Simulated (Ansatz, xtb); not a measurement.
Gas-phase reaction in SMILES: Cl[SiH](Cl)C[Si](Cl)(Cl)Cl + 7 [H][H] (H2) → C (CH4) + 5 Cl (HCl) + 2 [SiH4] (SiH4)
Structures are relaxed separately at B3LYP-D3(BJ)/def2-TZVP in Ansatz (a first-principles code), one conformer each, not searched for the lowest.
Geometry of the first species:
```
C
H 1 1.0932
H 1 1.0948 2 107.20
Si 1 1.8516 2 108.04 3 -115.77
Si 1 1.8625 2 109.03 3 115.25
H 5 1.4673 1 112.45 2 -169.60
Cl 4 2.0411 1 111.01 2 -43.21
Cl 4 2.0482 1 109.93 2 76.73
Cl 4 2.0490 1 110.20 2 -164.01
Cl 5 2.0507 6 108.53 1 122.59
Cl 5 2.0574 6 107.90 1 -119.29
```
Charge 0, spin multiplicity 1.

Quantity: energy of full hydrogenation (electronic energy difference), in kcal/mol. Correlated levels leave the core frozen unless marked. No spin-orbit coupling. Non-relativistic. CBS marks a two-point X^-3 extrapolation of the correlation energy; Hartree-Fock from the larger set.

| level | program | energy of full hydrogenation (kcal/mol) |
|---|---|---|
| GFN1-xTB | xtb | 56.9 |

Task: What does CCSD(T)/CBS(cc-pV(T+d)Z,cc-pV(Q+d)Z) (Ansatz) give?

Result: 89.1 kcal/mol, so GFN1-xTB differs from it by -32.2 kcal/mol.
